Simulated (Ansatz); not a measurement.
Program: Ansatz. Geometries: PBE0-D4/def2-TZVP. ΔE: electronic, gas phase. CBS: MP2 limit from def2 TZ/QZ plus the TZ coupled-cluster correction, frozen cores. This one scheme is used for every species. DFT in def2-TZVPP. Elements past krypton have def2 core potentials. For In, Sb outer-core shells are correlated without core-valence functions, which leaves a few kJ/mol of doubt a bond. Each species was taken in one conformer, which may not be the lowest.

`[NH2][Sb]([SiH3])[InH2]` + H₂S → `[SH][InH2]` + `[NH2][SbH][SiH3]`  (cleavage of the In–Sb bond)

`[NH2][Sb]([SiH3])[InH2]`:

Z-matrix (Å, degrees):
```
Si
Sb 1 2.591
In 1 3.149 2 57.0
H 1 1.513 2 111.4 3 16.9
H 1 1.487 2 112.3 3 -100.8
H 1 1.484 2 110.6 3 134.5
N 2 2.076 1 89.9 3 -91.4
H 3 1.723 1 114.1 2 105.0
H 3 1.722 1 98.4 2 -121.1
H 7 1.014 2 109.6 1 -115.9
H 7 1.013 2 111.1 1 126.1
```

H₂S:

```xyz
3

S    -0.529    0.234    0.223
H    -0.201   -0.926   -0.364
H     0.729    0.692    0.142
```

`[SH][InH2]`:

Cartesian coordinates in Å:
```
S 0.781 -1.536 -0.022
In -0.373 0.521 0.360
H 1.043 -1.272 -1.312
H -0.495 1.577 -0.982
H -0.956 0.710 1.956
```

`[NH2][SbH][SiH3]`:

Cartesian coordinates in Å:
```
N 1.783 0.966 -0.129
Sb -0.196 1.481 -0.188
Si -1.200 -0.844 0.343
H 2.182 1.183 0.776
H 1.955 -0.014 -0.316
H -0.342 1.162 -1.863
H -1.162 -1.083 1.812
H -0.406 -1.916 -0.320
H -2.614 -0.936 -0.114
```

CCSD(T)/CBS gives -1.1 kJ/mol.

Task: Another level gave -13.9 kJ/mol. Which?
A. BLYP-D4/def2-TZVPP
B. BHLYP/def2-TZVPP
C. B2PLYP/def2-TZVPP
D. MP2/def2-TZVPP

Result: A. BLYP-D4 -13.9, BHLYP -27.5, B2PLYP -18.1, MP2/def2-TZVPP -4.0 kJ/mol.

Largest T1 diagnostic among the species: 0.015.

In def2-TZVPP, CCSD(T) changes the Hartree–Fock value by +29.2 kJ/mol (the triples alone add +4.0 kJ/mol) and MP2 by +37.7 kJ/mol. At CCSD(T), def2-SVP lies −11.5 kJ/mol from the extrapolated value and def2-TZVPP −11.4 kJ/mol.
